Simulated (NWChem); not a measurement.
# CHCl2F; SMILES FC(Cl)Cl

```xyz
5

F      1.5933    -0.1680     0.0000
C      0.3786     0.4083     0.0000
Cl    -0.5025    -0.0715     1.4819
Cl    -0.5025    -0.0715    -1.4819
H      0.4751     1.4925     0.0000
```
Atoms are numbered in this order, from 1.

Program: NWChem. Pople sets run with spherical d functions. Geometry: optimised at B3LYP/6-31G* (spherical d). Vertical excitations in the gas phase; the lowest state need not have the same character in each row.

```tsv
level	lowest excitation, singlet (eV)	oscillator strength of that lowest state	orbital gap (eV)
PBE/6-31G*, TDA	6.41	0.009	6.03
B3LYP/6-31G*, TDA	6.84	0.013	8.03
Hartree-Fock/6-31G*, CIS	8.08	0.010	16.21
CAM-B3LYP/6-31G*, TDA	7.12	0.010	11.20
```
